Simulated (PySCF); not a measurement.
# What a mistake does to a calculation on AlH2NO

All numbers below are calculated, not measured. They come from PySCF 2.14.0, an open-source quantum chemistry program, on an isolated molecule that a program drew, which may never have been made. The molecule is AlH2NO (charge 0, singlet), drawn as the SMILES string `[NH]=[Al][OH]`.

Each row is a Hartree-Fock (HF) and frozen-core CCSD(T) single point in the cc-pV(D+d)Z basis, meant for a local HF minimum. Run 1 is clean. Each other run has one planted mistake out of seven kinds, and not every kind appears here: one electron removed, one electron added, multiplicity raised by two, geometry at a saddle point, minimal basis STO-3G, one bond length entered in bohr, all coordinates scaled. The reference is restricted for singlets and unrestricted otherwise, and also for a bond in bohr. Adding or removing an electron swaps singlet and doublet. Electrons count all cores. HOMO and LUMO are orbital energies over both spins, the gradient is its largest component, and the lowest frequency (negative if imaginary) is given only where the gradient is small. Bond lengths are over the 4 bonds as drawn. T1 is the CCSD diagnostic: over 0.02 (restricted) or 0.045 (unrestricted) a single reference is doubtful.

Geometry of the clean run:
```xyz
5
AlH2NO, angstrom
N     0.7656   -0.1704   -1.4983
Al   -0.0801    0.6761   -2.5395
O    -0.9964    1.5302   -3.6287
H     1.3596   -0.6271   -0.8526
H    -1.8261    1.4117   -4.0566
```

```
run  electrons  basis functions  <S^2>  HOMO (eV)  LUMO (eV)  gradient (hartree/bohr)  lowest frequency (cm^-1)  mean bond (Å)  longest bond (Å)      T1  HF (hartree)  CCSD(T) (hartree)                 mistake
  1         30               61  0.000      -9.04       1.55                  1.6e-05                       161         1.2941             1.660  0.0197    -372.39223         -372.83367                no fault
  2         30               61  0.000      -9.47       2.02                  1.1e-01                         -         1.1879             1.524  0.0161    -372.33936         -372.76481  all coordinates scaled
  3         31               61  0.871       0.58       8.10                  3.4e-02                         -         1.2941             1.660  0.0292    -372.35212         -372.80750      one electron added
  4         30               61  2.009      -5.58       1.08                  8.1e-02                         -         1.2941             1.660  0.0177    -372.33286         -372.73547                       ?
```

**Which mistake was planted in run 4, and what did it cost?**

Electrons, basis and geometry are unchanged, and <S^2> is 2.009, beside S(S+1) = 2.00 for a multiplicity of 3. So the mistake is: multiplicity raised by two. Subtracting run 1 and multiplying by 627.51 kcal/mol a hartree, the energy moved by 37.3 kcal/mol in HF and 61.6 kcal/mol in CCSD(T).

Cautions from the logs. Run 3: the HOMO is above zero, so the electron isn't bound and the energy depends on the basis.
